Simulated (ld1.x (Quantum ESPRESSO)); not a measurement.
**Ge (Z = 32), PAW: configuration errors across variants**

```json
{
 "Element": "germanium (Ge)",
 "Generator": "ld1.x (Quantum ESPRESSO) 7.5",
 "Type": "PAW",
 "Functional": "PBE",
 "Relativity": "fully relativistic",
 "Frozen core": "[Ne]",
 "Valence charge": "22",
 "Reference configuration": "3s2 3p6 3d10 4s1 4p3",
 "Partial waves": "3s (bound): rcut 0.95, rcutus 1.15 bohr; 4s (bound): rcut 0.95, rcutus 1.15 bohr; 3p (bound): rcut 0.90, rcutus 1.00 bohr; 4p (bound): rcut 0.90, rcutus 1.00 bohr; 3d (bound): rcut 0.50, rcutus 0.60 bohr; 3d channel at -1.2 Ry: rcut 0.50, rcutus 0.60 bohr",
 "Local potential": "all-electron potential smoothed inside 0.80 bohr (lloc = -2)",
 "Core correction": "Bessel-smoothed model core, default radius (core density twice the valence density)",
 "Augmentation charge": "PSQ, inside the norm-conserving radii"
}
```

Open shells are filled in proportion to 2j + 1 (rel_dist='average').

All-electron excitation energies from the reference (eV): (1) 3s2 3p6 3d10 4s2 4p2 -7.969; (2) 3s2 3p6 3d10 4s2 4p1 -0.523; (3) 3s2 3p6 3d10 4s2 4p0 14.919; (4) 3s2 3p6 3d10 4s0 4p0 96.053; (5) 3s2 3p6 3d9 4s2 4p2 30.713; (6) 3s1 3p6 3d10 4s2 4p2 170.806; (7) 3s2 3p6 3d9 4s2 4p3 21.651.

The default core radius of the base comes out at 0.28 bohr.

5 further variants failed, have other tests or another functional or relativity, and are left out.

Errors AE − PS in meV (a dash: test not solved or not reliable):

| change | (1) | (2) | (3) | (4) | (5) | (6) | (7) | bound ghosts |
| --- | --- | --- | --- | --- | --- | --- | --- | --- |
| base | +0.8 | +1.2 | +2.0 | +0.4 | +1.0 | -4.1 | +1.3 | not determined |
| core correction Bessel-smoothed model core inside 0.34 bohr | +0.8 | +1.1 | +2.0 | +0.4 | +1.0 | -4.1 | +1.3 | not determined |
| local potential all-electron potential smoothed inside 0.55 bohr (lloc = -1) | +0.7 | +1.2 | +3.8 | +0.6 | +56 | +57 | +49 | not determined |

Task: Give the same row for: wave 3d channel at -1.2 Ry: rcut 0.50, rcutus 0.60 bohr becomes 3d channel at 0.85 Ry: rcut 0.50, rcutus 0.60 bohr.

Result: +0.7, +1.2, +2.0, +0.7, +1.2, -3.6, +1.5; bound ghosts: not determined.
